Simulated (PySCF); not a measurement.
Species: C2H9AsSi.
Bonds: C1–C2, C2–Si3, Si3–As4. Hydrogens: H5, H6, H7 on C1; H8, H9 on C2; H10, H11 on Si3; H12, H13 on As4.

Method: PBE0-D3(BJ)/def2-SVP geometry optimisation, gas phase (PySCF); density fitting, grid level 1; the optimiser is geomeTRIC in internal coordinates, started from a GFN2-xTB structure with every atom displaced at random (about 0.01 Å).

Step 0: E = -70915.2608 eV
```
atom  x, y, z in Å  |  force x, y, z in eV/Å
C1     -1.4465    0.1452   -1.1164   -1.188   1.224   0.169
C2     -1.0221   -0.3136    0.2497    0.694   0.249  -0.162
Si3     0.8286   -0.7229    0.2726   -0.476  -0.013   0.697
As4     2.0300    0.9888   -0.8150   -0.603   0.240  -0.519
H5     -0.9151    1.0607   -1.4223    0.069  -0.032  -0.069
H6     -2.5323    0.4195   -1.1308    0.487  -0.234  -0.097
H7     -1.2797   -0.5994   -1.8715    0.132  -0.680  -0.735
H8     -1.2223    0.4692    0.9857    0.004   0.210   0.298
H9     -1.5987   -1.1810    0.5557   -0.187  -0.544   0.247
H10     1.0493   -1.9943   -0.4297    0.148  -0.398  -0.396
H11     1.2211   -0.9698    1.6916    0.210   0.091   0.085
H12     3.2778    0.6821   -0.0818    0.791  -0.233   0.404
H13     1.6157    1.9987    0.2406   -0.081   0.121   0.079
```

Problem. Estimate the geometry and energy of step 1. (The exact step hangs on the optimiser's Hessian estimate; all steps are aligned on step 0, rigid shifts and turns removed.)

Solution. E = -70915.3596 eV, largest force 0.359 eV/Å
```
atom  x, y, z in Å  |  force x, y, z in eV/Å
C1     -1.5181    0.1479   -1.1494    0.142  -0.231  -0.136
C2     -1.0125   -0.2791    0.2252   -0.049  -0.055   0.145
Si3     0.8211   -0.7363    0.2984    0.064   0.031  -0.203
As4     2.0515    1.0050   -0.7630    0.277  -0.042   0.221
H5     -1.0118    1.0578   -1.5046    0.009   0.045  -0.012
H6     -2.5968    0.3522   -1.1356   -0.100   0.051   0.016
H7     -1.3471   -0.6329   -1.9150   -0.003   0.093   0.129
H8     -1.1796    0.5281    0.9605   -0.011  -0.028   0.004
H9     -1.5836   -1.1513    0.5978    0.041   0.083  -0.023
H10     1.0668   -1.9918   -0.4882    0.008   0.049   0.054
H11     1.2990   -0.9529    1.6992   -0.095  -0.028   0.022
H12     3.3605    0.6358   -0.0279   -0.303   0.072  -0.179
H13     1.6563    2.0006    0.3311    0.018  -0.041  -0.040
```

The energy changes by -0.0988 eV. The first-order estimate −F·Δx gives -0.2593 eV and the mean of the old and new forces, exact on a quadratic surface, -0.1002 eV. The step makes an angle of 72° with the force vector and moves no atom by more than 0.127 Å.

What follows is the cost of the whole optimisation. On an Arm Neoverse V1 with one thread, on a shared host, this took 58 s wall and 0.51 GiB of memory at its peak.
